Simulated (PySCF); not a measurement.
Correlation energy of Be²⁺ (beryllium, charge +2)

1s2, closed-shell 1S. Computed with PySCF 2.14 in aug-cc-pCVTZ-DK with one added diffuse shell each of s, p, d, f type (8s7p5d3f, 75 functions), with scalar relativity by spin-free X2C-1e. Frozen: nothing; 2 electrons correlated.

With two correlated electrons CCSD is exact within the correlated space (frozen core and kept virtual orbitals).

```csv
level,correlation energy (mhartree)
CCSD,-40.84
```

Diagnostics: T1 = 0.00019, D1 = 0.0003, largest double amplitude 0.016.

**Question.** Is a single reference adequate?

**Answer.** Yes: T1 lies below 0.03 and no double amplitude reaches 0.07.
